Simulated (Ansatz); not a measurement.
Energy needed to pull apart InHCl2 (SMILES [Cl][InH][Cl]), singlet, into free ground-state atoms, from the structure below (displaced at random from its PBE0-D4/def2-TZVP minimum); no zero-point or spin–orbit terms; open-shell atoms are treated unrestricted, in their ground-state multiplicity.

```xyz
4
angstrom
Cl -1.7960 0.7349 -1.0229
In 0.1893 0.1547 0.1130
Cl 0.5490 -2.1219 0.0881
H 1.2028 1.2711 0.8824
```

Computed with Ansatz 0.2.0 (basis: def2-TZVPP); correlated methods freeze the cores. Filled d shells of the heavier atoms are correlated. Core potentials replace the inner electrons of the atoms past krypton. The def2 sets are not built for correlating such inner shells, so the correlated values are less sure here.

```json
{"method": "PBE-D4", "atomization energy (eV)": "9.55"}
{"method": "r2SCAN-D4", "atomization energy (eV)": "?"}
{"method": "PBE0-D4", "atomization energy (eV)": "9.49"}
{"method": "wB97M-V", "atomization energy (eV)": "9.66"}
{"method": "HF", "atomization energy (eV)": "7.09"}
{"method": "MP2", "atomization energy (eV)": "?"}
{"method": "CCSD", "atomization energy (eV)": "9.08"}
{"method": "CCSD(T)", "atomization energy (eV)": "9.29"}
```

Task: What does MP2 give? (An estimate is asked for; the value comes from the calculation.)

Result: Computed: 9.49 eV, which is about 0.19 eV more than CCSD(T)/def2-TZVPP.

Task: What does r2SCAN-D4 give? (To be estimated.)

Result: By the calculation: 9.68 eV, which is about 0.38 eV more than CCSD(T)/def2-TZVPP.

In triple zeta the MP2 and coupled-cluster atomization energies are still short of their basis limit by a few kcal/mol a bond, whereas those of the functionals are nearly converged, so these differences are not deviations from converged CCSD(T).

T1 diagnostic: at most 0.014.

For scale, one of the runs: CCSD(T)/def2-TZVPP forces, 148 basis functions (an equivalent command: `ansatz run in.yaml --threads 2`). Time: 4.2 min of wall clock on 2 CPU threads; the host was shared. Peak host memory: 1.6 GiB.
